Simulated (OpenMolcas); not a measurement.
## What dynamic correlation does to the levels of Ni VII

- Program: OpenMolcas
- Basis: ANO-RCC-VTZP [6s5p3d2f1g]
- Scalar Hamiltonian: DKH2, point nucleus
- Active space: 4 electrons in 5 orbitals (3d)
- State averaging: 2S+1 = 5 even, 5 roots; 2S+1 = 3 even, 45 roots kept (CI in the orbitals of an earlier block); 2S+1 = 1 even, 50 roots kept (CI in the orbitals of an earlier block)
- Spin-orbit coupling: state interaction with AMFI integrals over the reference wave functions, term energies averaged over their components

Methods on the same reference wave functions:
A. CASSCF
B. SS-CASPT2, IPEA 0.25 Eh, imaginary shift 0.1 Eh (closed shells correlated: 3s 3p)
C. MS-CASPT2, IPEA 0.25 Eh, imaginary shift 0.1 Eh (closed shells correlated: 3s 3p)

Energies in cm⁻¹ above 3d⁴ ⁵D₀, the measured ground level; measured values from Corliss and Sugar, J. Phys. Chem. Ref. Data 10, 197 (1981).

| Level | A | B | C | Measured |
| --- | --- | --- | --- | --- |
| 3d⁴ ⁵D₀ | 0.0 | 0.0 | 0.0 | 0.0 |
| 3d⁴ ⁵D₁ | 288 | 294 | 295 | 279 |
| 3d⁴ ⁵D₂ | 837 | 851 | 851 | 804 |
| 3d⁴ ⁵D₃ | 1608 | 1625 | 1626 | 1520 |
| 3d⁴ ⁵D₄ | 2564 | 2580 | 2580 | 2392 |
| 3d⁴ ³H₄ | 33664 | 32460 | 32460 | 31672 |
| 3d⁴ ³H₅ | 34296 | 33140 | 33140 | 32286 |
| 3d⁴ ³H₆ | 34956 | 33850 | 33850 | 32877 |
| 3d⁴ ³P₀(1) | 35329 | 30720 | 30710 | 30077 |
| 3d⁴ ³P₁(1) | 37033 | 32480 | 32480 | 31836 |
| 3d⁴ ³F₂(1) | 38956 | 35110 | 35120 | 34247 |
| 3d⁴ ³F₃(1) | 39004 | 35200 | 35200 | 34317 |
| 3d⁴ ³F₄(1) | 39285 | 35510 | 35510 | 34576 |
| 3d⁴ ³P₂(1) | 39865 | 35300 | 35300 | 34555 |
| 3d⁴ ³G₃ | 42724 | 39180 | 39180 | 38160 |
| 3d⁴ ³G₄ | 43400 | 39860 | 39860 | 38746 |
| 3d⁴ ³G₅ | 43878 | 40420 | 40420 | 39247 |
| 3d⁴ ¹I₆ | 51085 | 49500 | 49500 |  |
| 3d⁴ ¹G₄(1) | 54162 | 49040 | 49040 |  |
| 3d⁴ ³D₃ | 54900 | 47930 | 47930 |  |
| 3d⁴ ³D₂ | 55107 | 48170 | 48170 |  |
| 3d⁴ ³D₁ | 55416 | 48450 | 48450 |  |
| 3d⁴ ¹S₀(1) | 62650 | 52740 | 52740 |  |
| 3d⁴ ¹D₂(1) | 66767 | 61120 | 61120 |  |

Deviations, from unrounded energies. A percentage is the sum of absolute deviations over the sum of measured energies, with the sign that they share, or ± where signs differ.

```json
{"Against measurement": "mean absolute deviation (cm-1)", "Levels": "16", "A": "3100", "B": "690", "C": "690"}
{"Against measurement": "fine structure of the ground term (%)", "Levels": "4", "A": "+6.1", "B": "+7.0", "C": "+7.1"}
{"Against measurement": "other terms of the ground configuration (%)", "Levels": "12", "A": "+12.1", "B": "+2.6", "C": "+2.6"}
```

B, C lie about equally close to measurement and A furthest from it. The largest miss of C in the table is 3d⁴ ³G₅, by +1200 cm-1. The ranking rests on the paired levels alone, and a cruder setting can come out closer through cancelling errors.

Between B and C the level of the table that moves most is 3d⁴ ³P₀(1), by 10 cm-1 (lowest in C, highest in B). Moves below CASPT2's spread within the term are not significant.

The two smallest mean deviations differ by little beside CASPT2's spread within terms, so their order carries little weight.

From A to B the spin-free energies of the other terms of 3d⁴ shown, above ⁵D, scale by factors of 0.84 to 0.97, as is usual when dynamic correlation screens the repulsion within a d or f shell.

The lowest spin-free term lies below A's lowest term by 0.354 hartree in B, 0.354 hartree in C.

CASPT2 breaks the degeneracy within a term, and the mean is taken; among the terms shown or strongly mixed into the levels shown the widest spread is 940 cm-1 (3d⁴ ¹I, C). Terms from blocks run as CI alone lack orbitals of their own. Without dynamic correlation excited terms often stand tens of per cent too high (terms of higher spin than the ground term too low), and those without a measured partner can miss by more than the paired ones (holds for A). The CASPT2 spread within a term exceeds the gap to the next term for 3d⁴ ¹G(1) and 3d⁴ ¹I, so the order of their levels is uncertain (holds for C). Computed and measured levels are paired by configuration, term and J; levels that our copy of the source lacks, or whose pairing is in doubt (as where it misses far off the trend of its configuration), stay unpaired and out of the deviations. Levels of configurations outside the active space are missing. The table leaves out levels that lie high or whose names do not pair safely across all columns.

A number in round brackets counts repeated terms of one configuration in the order of the reference energies.
